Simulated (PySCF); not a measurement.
PySCF 2.14 output of an unrestricted LDA calculation on a single atom or ion in aug-cc-pVQZ-PP with ECP10MDF (7s6p5d3f2g, 89 functions), with scalar relativity through the core potential:

```
SCF conv_tol = 1e-09
number electrons alpha = 13  beta = 9
    P. A. M. Dirac.,  Math. Proc. Cambridge Philos. Soc. 26, 376 (1930)
    F. Bloch.,  Z. Phys. 57, 545 (1929)
    S. H. Vosko, L. Wilk, and M. Nusair.,  Can. J. Phys. 58, 1200 (1980)
cycle= 1 E= -371.084556095472  delta_E= -0.0103  |g|= 0.178  |ddm|=  1.5
cycle= 2 E= -371.085339340737  delta_E= -0.000783  |g|= 0.154  |ddm|= 0.705
cycle= 3 E= -371.088187176035  delta_E= -0.00285  |g|= 0.00192  |ddm|= 0.375
cycle= 4 E= -371.088188008738  delta_E= -8.33e-07  |g|= 3.13e-05  |ddm|= 0.0129
cycle= 5 E= -371.088188008876  delta_E= -1.37e-10  |g|= 6.8e-07  |ddm|= 0.000162
converged SCF energy = -371.088188008876  <S^2> = 6.0007457  2S+1 = 5.0002983
```

The run itself started from symmetry-adapted Hartree-Fock orbitals and held the occupation by maximum overlap, on a logarithmic radial grid, so the iterations belong to that start.

Q: Which element, charge and spin multiplicity is this?

A: Se(2+) (selenium, charge +2), multiplicity 5; the state was [Ar] 3d10 4s1 4p3, high-spin 5S determinant (an excited configuration).

Energies and moments cover only the electrons outside the core potential.
